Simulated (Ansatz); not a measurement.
Relaxation of C$_{2}$H$_{7}$ClOSeSi (13 atoms, charge 0, multiplicity 1), to a largest force component of 0.015 eV/Å in at most 40 steps.

The calculation used Ansatz 0.2.0, RHF/def2-SVP.

```xyz
13
Properties=species:S:1:pos:R:3
C 0.485 -2.085 -0.378
C 0.244 -0.585 0.015
O -0.007 -0.496 1.384
Se -1.221 0.168 -0.931
Si -0.804 2.296 -0.324
Cl -1.221 2.584 1.728
H -0.434 -2.633 -0.112
H 1.361 -2.449 0.120
H 0.603 -2.093 -1.444
H 1.157 -0.002 -0.248
H 0.902 -0.591 1.857
H 0.634 2.592 -0.545
H -1.680 3.260 -1.106
```

Q: Where does it end, and by what steps?

A: It converged. After 17 steps the energy has fallen by 0.484 eV; Cl6 moved furthest, 0.70 Å.

| step | energy less start (eV) | largest force component (eV/Å) | accepted |
| --- | --- | --- | --- |
| 0 | 0.0000 | 3.624 | yes |
| 1 | -0.3981 | 1.062 | yes |
| 2 | -0.4383 | 0.344 | yes |
| 3 | -0.4446 | 0.150 | yes |
| 4 | -0.4506 | 0.270 | yes |
| 5 | -0.4572 | 0.400 | yes |
| 6 | -0.4641 | 0.277 | yes |
| 7 | -0.4645 | 0.270 | yes |
| 8 | -0.4724 | 0.208 | yes |
| 9 | -0.4764 | 0.109 | yes |
| 10 | -0.4787 | 0.066 | yes |
| 11 | -0.4811 | 0.097 | yes |
| 12 | -0.4820 | 0.102 | yes |
| 13 | -0.4828 | 0.048 | yes |
| 14 | -0.4833 | 0.028 | yes |
| 15 | -0.4835 | 0.029 | yes |
| 16 | -0.4836 | 0.024 | yes |
| 17 | -0.4836 | 0.011 | yes |

```xyz
13
Properties=species:S:1:pos:R:3
C 0.325 -2.109 -0.290
C 0.482 -0.604 -0.185
O 0.422 -0.155 1.129
Se -0.962 0.299 -1.192
Si -0.862 2.318 -0.147
Cl -1.902 2.420 1.643
H -0.613 -2.424 0.164
H 1.148 -2.600 0.237
H 0.347 -2.438 -1.329
H 1.416 -0.289 -0.653
H 1.201 -0.416 1.598
H 0.534 2.702 0.110
H -1.516 3.261 -1.071
```

Whether the end is a true minimum wasn't checked by a vibrational analysis.

Time of the run: 2.2 min on 2 threads of Arm Neoverse N1, with other jobs on the host, peak memory 0.46 GiB.
